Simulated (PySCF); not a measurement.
## From computed data to an observable: entropy of an ideal gas

FH3NO2Ta, SMILES [NH]=[Ta]([OH])([OH])[F], multiplicity 1.

The structure is a stationary point at B3LYP-D3(BJ)/def2-SVP. The multiplicity is an assumed one; no other spin state was optimised. The structure was generated by enumeration; whether it is a known compound was not checked. The def2 effective core potentials stand for the cores of Ta; spin–orbit coupling is left out. One conformer was computed; it need not be the lowest.

B3LYP-D3(BJ)/def2-SVP in PySCF gives the harmonic wavenumbers 167, 178, 197, 224, 226, 384, 391, 479, 497, 587, 629, 668, 718, 721, 996, 3663, 3895, 3898 cm⁻¹ and the rotational temperatures 0.1518, 0.1478, 0.1338 K. The molar mass is 248.98 g/mol, the symmetry number 1, the spin multiplicity 1.

### Question
Work out the entropy at 298.15 K and 1 atm in the rigid-rotor, harmonic-oscillator model.

### Answer

Translation (Sackur–Tetrode at 1 atm): S = R[1.5 ln M + 2.5 ln T − 1.16487] = 177.6 J/(mol K).
Rotation: q = (√π/σ) T^1.5/√(θA θB θC) = 167000, S = R[ln q + 3/2] = 112.4 J/(mol K).
Vibration: with u = 1.4388 ν/T, each mode gives R[u/(e^u − 1) − ln(1 − e^−u)]:
| ν (cm⁻¹) | modes | u | S (J/(mol K)) |
|---|---|---|---|
| 167 | 1 | 0.81 | 10.33 |
| 178 | 1 | 0.86 | 9.83 |
| 197 | 1 | 0.95 | 9.04 |
| 224 | 1 | 1.08 | 8.06 |
| 226 | 1 | 1.09 | 7.99 |
| 384 | 1 | 1.85 | 4.28 |
| 391 | 1 | 1.89 | 4.17 |
| 479 | 1 | 2.31 | 2.98 |
| 497 | 1 | 2.40 | 2.79 |
| 587 | 1 | 2.83 | 1.98 |
| 629 | 1 | 3.04 | 1.68 |
| 668 | 1 | 3.22 | 1.45 |
| 718 | 1 | 3.46 | 1.19 |
| 721 | 1 | 3.48 | 1.18 |
| 996 | 1 | 4.81 | 0.40 |
The stiffer modes add less than 0.005 each. Sum 67.4 J/(mol K).
Spin: R ln 1 = 0.0 J/(mol K).
Total 357.3 J/(mol K); the program's own thermochemistry gives 357.3. Translation makes up 50 % and vibration 19 %. Anharmonicity, hindered rotation and orbital degeneracy are left out.
